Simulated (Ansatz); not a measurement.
Wavefunction ladder for `B[SiH2][SiH2]Cl`

```tsv
atom	x (Å)	y (Å)	z (Å)
B1	1.104	0.604	-0.942
Si2	-0.419	1.091	0.308
Si3	-0.751	-1.188	0.621
Cl4	1.147	-1.580	-0.292
H5	2.230	0.894	-0.665
H6	0.828	0.431	-2.092
H7	-1.616	1.768	-0.261
H8	-0.077	1.733	1.607
H9	-0.702	-1.858	1.946
H10	-1.743	-1.892	-0.230
```

Charge 0, multiplicity 1. The structure was optimised at the PBE0-D4/def2-TZVP level. It is one conformer, not always the lowest. Frozen core, restricted reference, the Gaussian-basis code of Ansatz. CBS rows extrapolate triple and quadruple zeta; past MP2 they add the triple-zeta difference.

```tsv
basis	HF (Eh)	MP2 corr.	CCSD corr.	(T)	CCSD(T) total
def2-SVP	-1065.18979	-0.42380	-0.48972	-0.01357	-1065.69308
def2-TZVPP	-1065.58151	-0.55166	-0.61799	-0.02542	-1066.22492
def2-QZVPP	-1065.61316	-0.59663	–	–	–
CBS(def2)	-1065.61752	-0.62994	-0.69627	as TZ	-1066.33921
```
